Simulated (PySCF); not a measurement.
# What binds ICl: the parts of the energy along the bond

State: ¹Σ⁺, singlet, closed shell. RHF-based CCSD(T) in PySCF 2.14 with I cc-pVTZ-PP with ECP28, Cl cc-pV(T+d)Z and I cc-pVQZ-PP with ECP28, Cl cc-pV(Q+d)Z (frozen core orbitals: 14; scalar-relativistic core potentials). Correlation energies are extrapolated as n⁻³ (n = 3, 4), Hartree–Fock as (n+1)·exp(−9√n). CV is the change on freezing 5 orbitals instead, in I cc-pwCVTZ-PP with ECP28, Cl cc-pwCVTZ. All energies in eV from I + Cl.

| R (Å) | HF/CBS | CCSD corr. | (T) | CV | total |
| --- | --- | --- | --- | --- | --- |
| 2.0500 | 0.048 | -1.359 | -0.1594 | -0.0827 | -1.553 |
| 2.1432 | -0.529 | -1.356 | -0.1665 | -0.0559 | -2.107 |
| 2.2364 | -0.796 | -1.360 | -0.1753 | -0.0358 | -2.367 |
| 2.3295 | -0.848 | -1.372 | -0.1858 | -0.0207 | -2.426 |
| 2.4227 | -0.754 | -1.390 | -0.1984 | -0.0095 | -2.353 |
| 2.5392 | -0.505 | -1.424 | -0.2174 | 0.0004 | -2.146 |
| 2.6557 | -0.169 | -1.469 | -0.2408 | 0.0068 | -1.872 |

A fit to the total gives Re = 2.3181 Å, De = 2.427 eV, ωe = 397.3 cm⁻¹, Be = 0.1144 cm⁻¹ (masses 126.9045 and 34.9689 u).

At R = 2.3295 Å the CCSD correlation energy is -0.356482 hartree in the smaller basis and -0.392504 in the larger. Extrapolate it.

(4³·E4 − 3³·E3)/(4³ − 3³) = -0.41879 hartree; the larger basis holds 93.7 % of it.

The T1 diagnostic is 0.009. The open-shell atoms are computed with UHF. Spin–orbit coupling, excitations beyond (T) and corrections to the Born–Oppenheimer picture are left out, and spin–orbit coupling matters for open p, d or f shells this heavy.
